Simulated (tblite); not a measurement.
Species: C7H14N2O.
Structure used (GFN2-xTB), in Å, numbered top down from 1:
```xyz
24
C7H14N2O angstrom
C      2.9049    0.3430    0.6768
C      2.4806   -0.2456   -0.6707
N      1.0659   -0.5029   -0.7856
C      0.1169    0.6118   -0.8558
C     -1.1697    0.0254   -0.2411
O     -1.7223    0.7910    0.8063
C     -2.4304    1.9216    0.3702
C     -0.6413   -1.2998    0.2944
C     -1.4893   -2.2498    1.0504
N      0.5784   -1.4974   -0.0086
H      2.4796    1.3331    0.8263
H      3.9877    0.4235    0.7226
H      2.5651   -0.3077    1.4792
H      2.9775   -1.2073   -0.8166
H      2.7604    0.4249   -1.4879
H      0.4570    1.4656   -0.2584
H     -0.0009    0.9210   -1.8964
H     -1.9404   -0.1508   -1.0108
H     -1.7826    2.6313   -0.1582
H     -3.2557    1.6375   -0.2952
H     -2.8314    2.3977    1.2629
H     -1.9470   -1.7348    1.8934
H     -2.2880   -2.6314    0.4136
H     -0.8865   -3.0801    1.4054
```

Computed values, GFN2-xTB/tblite, gas phase, harmonic and unscaled. The method is semi-empirical: single wavenumbers can be off by several per cent or more. One conformer, not necessarily the lowest.

Harmonic wavenumbers (cm⁻¹): 52.5, 66.3, 97.2, 121.0, 137.7, 166.4, 199.3, 205.3, 246.9, 295.6, 336.0, 363.4, 458.5, 476.1, 548.1, 628.3, 636.2, 814.6, 853.3, 893.8, 954.7, 986.9, 1006.0, 1019.1, 1042.7, 1052.7, 1062.8, 1083.2, 1114.5, 1136.0, 1143.5, 1160.5, 1186.2, 1197.7, 1220.6, 1267.6, 1296.9, 1301.9, 1323.0, 1337.4, 1387.5, 1398.6, 1406.7, 1451.3, 1458.7, 1459.2, 1466.8, 1471.8, 1491.8, 1495.3, 1498.0, 1703.4, 2814.8, 2894.0, 2913.2, 2919.5, 2959.0, 2962.7, 2979.9, 2988.7, 3021.1, 3026.3, 3032.3, 3043.6, 3044.7, 3061.3.

A = 1873, B = 972.0, C = 752.2 MHz; mass 142.111 u (most abundant isotopes); point group C1, symmetry number 1.

Task: Zero-point energy?

Result: ½Σν̃ = 44920 cm⁻¹ = 128.43 kcal/mol.

Task: Give the ideal-gas entropy at 400 K and 1 bar in the rigid-rotor, harmonic-oscillator model (classical rotation).

Result: Translation 42.25, rotation 30.72, vibration 47.47: S = 120.4 cal/(mol K).

Task: And Cp and H(400 K) − H(0)?

Result: Cp = 55.81 cal/(mol K), of which vibrations give 47.86 (their classical limit is 66 R = 131.2); H(400 K) − H(0) = 12.95 kcal/mol without the zero-point energy, 9.77 from vibrations.

Task: Which modes carry the vibrational entropy at 400 K?

Result: 52.5 cm⁻¹: 5.30; 66.3 cm⁻¹: 4.84; 97.2 cm⁻¹: 4.09; 121.0 cm⁻¹: 3.66; 137.7 cm⁻¹: 3.40; 166.4 cm⁻¹: 3.04 cal/(mol K); the other 60 give 23.14 together.

Task: How do the functions run with temperature in this model?

Result: 
```json
{"T (K)": "100", "S (cal/(mol K))": "72.4", "Cp (cal/(mol K))": "22.0", "H − H(0) (kcal/mol)": "1.44", "G − H(0) (kcal/mol)": "-5.80", "ln q(vib)": "2.01"}
{"T (K)": "200", "S (cal/(mol K))": "91.0", "Cp (cal/(mol K))": "32.5", "H − H(0) (kcal/mol)": "4.18", "G − H(0) (kcal/mol)": "-14.02", "ln q(vib)": "5.32"}
{"T (K)": "300", "S (cal/(mol K))": "106.2", "Cp (cal/(mol K))": "43.7", "H − H(0) (kcal/mol)": "7.97", "G − H(0) (kcal/mol)": "-23.89", "ln q(vib)": "8.50"}
{"T (K)": "500", "S (cal/(mol K))": "134.1", "Cp (cal/(mol K))": "67.0", "H − H(0) (kcal/mol)": "19.10", "G − H(0) (kcal/mol)": "-47.96", "ln q(vib)": "14.66"}
{"T (K)": "800", "S (cal/(mol K))": "171.4", "Cp (cal/(mol K))": "91.3", "H − H(0) (kcal/mol)": "43.16", "G − H(0) (kcal/mol)": "-93.93", "ln q(vib)": "23.59"}
{"T (K)": "1000", "S (cal/(mol K))": "192.9", "Cp (cal/(mol K))": "102.0", "H − H(0) (kcal/mol)": "62.55", "G − H(0) (kcal/mol)": "-130.40", "ln q(vib)": "29.24"}
```

q(vib) and H(0) count from the zero-point level.

Task: Blend soft modes into free rotors: weight 1/[1 + (100 cm⁻¹/ν̃)⁴] for the oscillator and the rest for a rotor with moment μB/(μ + B), μ = h/(8π²ν), B = 10⁻⁴⁴ kg m². What vibrational entropy results?

Result: 44.09 cal/(mol K) in place of 47.47, which changes −T·S at 400 K by +1.35 kcal/mol.

Task: What must be added to the electronic energy to get the Gibbs energy at 400 K and 1 bar?

Result: ZPE + [H(400 K) − H(0)] − T·S = 128.43 + 12.95 − 48.17 = 93.21 kcal/mol.

Hindered rotation and anharmonicity are outside this model. Other conformers, if any are populated, would add a mixing term that is left out. The structure is chiral; the term R ln 2 for an equal mix with its mirror image is left out.
